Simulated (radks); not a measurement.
Species: Si+. Configuration: [Ne] 3s2 3p1. Calculated with a radial shooting solver on a logarithmic mesh with Libxc functionals: non-relativistic Kohn-Sham, RPBE, spin-unpolarised, spherical densities, point nucleus. Some entries of the table are withheld. Estimate them.

orbital  occ.  eigenvalue (hartree)  <r^2> (bohr^2)  r(max) (bohr)
1s          2             -65.83468         0.01676        0.07295
2s          2              -5.45808          0.3866            (1)
2p          6              -3.86183          0.3640            (2)
3s          2              -0.69666           4.923          1.762
3p          1              -0.42835           7.137          2.032

Answer. 
(1) 2s r(max) (bohr): 0.4559
(2) 2p r(max) (bohr): 0.3887
